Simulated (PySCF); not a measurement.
C₃H₉FSi₂, SMILES [SiH2](F)C1([SiH3])CC1. Atoms are numbered in the order given.

```xyz
15

F      2.1649     0.4668     0.8330
Si     0.9927    -0.6688     0.8734
C     -0.3746    -0.2001    -0.2764
Si    -1.1028     1.5114    -0.0938
C     -1.3131    -1.3427    -0.6471
C     -0.3663    -0.8090    -1.6695
H      0.5163    -0.7432     2.2812
H      1.5825    -1.9687     0.4446
H     -2.3202     1.6002    -0.9569
H     -1.4885     1.7652     1.3262
H     -0.1281     2.5564    -0.5182
H     -2.3797    -1.1176    -0.7521
H     -1.1121    -2.3364    -0.2290
H     -0.7772    -0.2117    -2.4908
H      0.4886    -1.4301    -1.9583
```
Charge 0, spin multiplicity 1.

Geometry optimised at ωB97X-D3(BJ)/def2-SVP. This is a generated structure with no PubChem entry under its InChIKey; it may be hypothetical. Other conformers were not sampled.

Two levels are set side by side: PBE/pcSseg-1 (PySCF) and HF/pcSseg-1 (PySCF). GIAO shifts against CFCl3 (¹⁹F), TMS (²⁹Si), TMS (¹H), TMS (¹³C) at the same level; non-relativistic, no solvent, atoms listed together averaged. Differences are taken from unrounded values.

```tsv
quantity	PBE
δ(¹⁹F) of F1 (ppm)	-232.6
δ(²⁹Si) of Si2 (ppm)	18.2
δ(¹³C) of C3 (ppm)	-8.5
δ(²⁹Si) of Si4 (ppm)	-53.0
```

Problem. These are the PBE values. What does HF give? (Estimate from the structure and the level; the computed values follow.)

Solution. 
| quantity | HF | PBE minus HF |
|---|---|---|
| δ(¹⁹F) of F1 (ppm) | -165.9 | -66.7 |
| δ(²⁹Si) of Si2 (ppm) | 4.3 | 13.9 |
| δ(¹³C) of C3 (ppm) | -20.6 | 12.1 |
| δ(²⁹Si) of Si4 (ppm) | -45.2 | -7.7 |

Rough cost on one machine, each run with all the roots and properties that it gave: HF against PBE within a factor of 2.
